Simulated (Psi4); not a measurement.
C5H9O (SMILES C[CH]CC(C)=O), doublet (typed; the unrestricted solution is spin-contaminated), at a GFN2-xTB geometry; HF/STO-3G run with Psi4.

Psi4 was given this input:
```
memory 2 GB

molecule mol {
0 2
  C     2.016854    0.802895   -0.481403
  C     1.334152   -0.300023    0.226241
  C     0.180490   -0.097431    1.115508
  C    -0.939426   -0.335024    0.096994
  C    -1.419058    0.909177   -0.605214
  O    -1.359941   -1.441688   -0.146713
  H     3.099363    0.669193   -0.422027
  H     1.771285    0.817851   -1.549824
  H     1.763098    1.770671   -0.052713
  H     1.587229   -1.310948   -0.045414
  H     0.135131    0.907104    1.532129
  H     0.122809   -0.853370    1.898730
  H    -2.054785    0.638687   -1.444696
  H    -0.584364    1.510253   -0.953438
  H    -1.998303    1.506494    0.098202
}

set basis sto-3g
set reference uhf
set guess modhuckel

energy('scf')
print_variables()
```

**Question.** What does Psi4 print? Leave out banner, timings and long lists.

**Answer.** 
```
   => Loading Basis Set <=

    Name: STO-3G
    Role: ORBITAL
    Keyword: BASIS

         ---------------------------------------------------------
                                   SCF
               by Justin Turney, Rob Parrish, Andy Simmonett
                          and Daniel G. A. Smith
                              UHF Reference
         ---------------------------------------------------------

  ==> Geometry <==

    Molecular point group: c1
    Full point group: C1

    Geometry (in Angstrom), charge = 0, multiplicity = 2:

       Center              X                  Y                   Z               Mass
    ------------   -----------------  -----------------  -----------------  -----------------
         C            2.061578133412     0.868777950686    -0.492364585389    12.000000000000
         C            1.378876133412    -0.234140049314     0.215279414611    12.000000000000
         C            0.225214133412    -0.031548049314     1.104546414611    12.000000000000
         C           -0.894701866588    -0.269141049314     0.086032414611    12.000000000000
         C           -1.374333866588     0.975059950686    -0.616175585389    12.000000000000
         O           -1.315216866588    -1.375805049314    -0.157674585389    15.994914619570
         H            3.144087133412     0.735075950686    -0.432988585389     1.007825032230
         H            1.816009133412     0.883733950686    -1.560785585389     1.007825032230
         H            1.807822133412     1.836553950686    -0.063674585389     1.007825032230
         H            1.631953133412    -1.245065049314    -0.056375585389     1.007825032230
         H            0.179855133412     0.972986950686     1.521167414611     1.007825032230
         H            0.167533133412    -0.787487049314     1.887768414611     1.007825032230
         H           -2.010060866588     0.704569950686    -1.455657585389     1.007825032230
         H           -0.539639866588     1.576135950686    -0.964399585389     1.007825032230
         H           -1.953578866588     1.572376950686     0.087240414611     1.007825032230

  Running in c1 symmetry.

  Rotational constants: A =      0.18712  B =      0.08487  C =      0.07143 [cm^-1]
  Rotational constants: A =   5609.60792  B =   2544.40574  C =   2141.49500 [MHz]
  Nuclear repulsion =  233.994975029190357

  Charge       = 0
  Multiplicity = 2
  Electrons    = 47
  Nalpha       = 24
  Nbeta        = 23

  ==> Algorithm <==

[...]
   @DF-UHF iter  19:  -266.04841914266052   -1.78454e-06   3.47955e-06 DIIS
   @DF-UHF iter  20:  -266.04841929700132   -1.54341e-07   5.15527e-07 DIIS
  Energy and wave function converged.

  ==> Post-Iterations <==

   @Spin Contamination Metric:   2.362249420E-01
   @S^2 Expected:                7.500000000E-01
   @S^2 Observed:                9.862249420E-01
   @S   Expected:                5.000000000E-01
   @S   Observed:                5.000000000E-01

    Orbital Energies [Eh]
    ---------------------

    Alpha Occupied:

[...]
    Alpha Virtual:

[...]
    Beta Occupied:

[...]
    Beta Virtual:

[...]
      39A      1.035757

    Final Occupation by Irrep:
              A
    DOCC [    23 ]
    SOCC [     1 ]
    NA   [    24 ]
    NB   [    23 ]

  @DF-UHF Final Energy:  -266.04841929700132

   => Energetics <=

    Nuclear Repulsion Energy =            233.9949750291903570
    One-Electron Energy =                -826.3219219921134027
    Two-Electron Energy =                 326.2785276659217857
    Total Energy =                       -266.0484192970013169

  UHF NO Occupations:
  HONO-2 :   22  A 1.9964241
  HONO-1 :   23  A 1.8829712
  HONO-0 :   24  A 1.0000000
  LUNO+0 :   25  A 0.1170288
  LUNO+1 :   26  A 0.0035759
  LUNO+2 :   27  A 0.0012815
  LUNO+3 :   28  A 0.0009722

Computation Completed

Properties will be evaluated at   0.000000,   0.000000,   0.000000 [a0]

Properties computed using the SCF density matrix

 Multipole Moments:

 ------------------------------------------------------------------------------------
     Multipole            Electronic (a.u.)      Nuclear  (a.u.)        Total (a.u.)
 ------------------------------------------------------------------------------------

 L = 1.  Multiply by 2.5417464519 to convert [e a0] to [Debye]
 Dipole X            :         -3.7086725            3.9722823            0.2636098
 Dipole Y            :         -5.2242154            5.8515250            0.6273096
 Dipole Z            :          1.0406850           -0.9735746            0.0671103
 Magnitude           :                                                    0.6837479

 ------------------------------------------------------------------------------------

  Variable Map:
  ----------------------------------------------------------------------------
[...]
  Array Variable Map:
  ----------------------------------------------------------------------------
[...]
[...]
```
